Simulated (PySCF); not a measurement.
C6H8O.
Cartesian coordinates in Å at the GFN2-xTB level; atoms count from 1:
```xyz
15
C6H8O angstrom
C      2.896    0.975    0.454
C      2.054    0.345   -0.118
C      1.013   -0.403   -0.789
C     -0.349    0.263   -0.588
C     -0.936    0.185    0.827
C     -2.043   -0.645    0.172
O     -1.430   -0.519   -1.113
H      3.647    1.518    0.944
H      1.227   -0.458   -1.859
H      0.977   -1.422   -0.393
H     -0.342    1.269   -1.027
H     -1.254    1.135    1.250
H     -0.318   -0.347    1.546
H     -3.041   -0.198    0.186
H     -2.106   -1.690    0.488
```

The closed-shell ground state was solved at several levels (PySCF, density fitting, gas phase, non-relativistic).

```csv
level,basis functions,total energy (Eh),HOMO (eV),LUMO (eV),gap (eV),dipole (D)
PBE0/pcSseg-1,159,-308.1655,-7.24,1.04,8.28,1.58
B3LYP/def2-SVPD,207,-308.3591,-7.10,0.38,7.48,1.52
```

What might B3LYP/pcJ-1 (269 basis functions) give for the same quantities?

Total energy -308.5837 Eh, HOMO -6.98 eV, LUMO 0.79 eV, gap 7.77 eV, dipole 1.56 D.

Over all these levels, which gives the widest orbital gap and which the narrowest?

PBE0/pcSseg-1 (global hybrid, 25 % exact exchange) has the widest, 8.28 eV, and B3LYP/def2-SVPD (global hybrid, 20 % exact exchange) the narrowest, 7.48 eV. Functional and basis both differ between the two, so the spread mixes both effects.

How far do the dipole and the HOMO energy spread over the levels?

The dipole runs from 1.52 to 1.58 D (mean 1.55 D) and the HOMO from -7.24 to -6.98 eV.

One conformer stands for the species.
